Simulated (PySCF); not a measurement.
## Correlation energy of Mo⁺ (molybdenum, charge +1)

[Kr] 4d5, high-spin 6S determinant. Computed with PySCF 2.14 in aug-cc-pVTZ-DK, with scalar relativity by spin-free X2C-1e. Frozen: [Kr]; 5 electrons correlated.

```csv
level,correlation energy (mhartree)
CCSD,-65.91
(T),-1.21
CCSD(T),-67.12
```

Diagnostics: T1 = 0.0028, D1 = 0.0040, largest double amplitude 0.025.

Cost of the coupled-cluster step: roughly 6 core-seconds, for 5 correlated electrons.

Iterations:

```
CC2 = 0
CCSD nocc = (np.int64(5), np.int64(0)), nmo = (84, 84)
frozen orbitals [[0, 1, 2, 3, 4, 5, 6, 7, 8, 9, 10, 11, 12, 13, 14, 15, 16, 17], [0, 1, 2, 3, 4, 5, 6, 7, 8, 9, 10, 11, 12, 13, 14, 15, 16, 17]]
max_cycle = 100
direct = 0
conv_tol = 1e-08
conv_tol_normt = 1e-06
diis_space = 8
diis_start_cycle = 0
Init t2, MP2 energy = -0.0590127029834825
Init E_corr(UCCSD) = -0.0590127029867423
cycle = 1  E_corr(UCCSD) = -0.0650255695948536  dE = -0.00601286661  norm(t1,t2) = 0.018506
cycle = 2  E_corr(UCCSD) = -0.0657352917956599  dE = -0.000709722201  norm(t1,t2) = 0.0049742
cycle = 3  E_corr(UCCSD) = -0.0659342928201366  dE = -0.000199001024  norm(t1,t2) = 0.00196254
cycle = 4  E_corr(UCCSD) = -0.0659139718013411  dE = 2.03210188e-05  norm(t1,t2) = 0.000230702
cycle = 5  E_corr(UCCSD) = -0.0659149222090607  dE = -9.5040772e-07  norm(t1,t2) = 3.26947e-05
cycle = 6  E_corr(UCCSD) = -0.065914966728096  dE = -4.45190353e-08  norm(t1,t2) = 3.24854e-06
cycle = 7  E_corr(UCCSD) = -0.0659149723426284  dE = -5.61453245e-09  norm(t1,t2) = 5.88686e-07
UCCSD converged
E(UCCSD) = -4045.916420170558  E_corr = -0.06591497234262844
UCCSD(T) correction = -0.00120512998871831
```
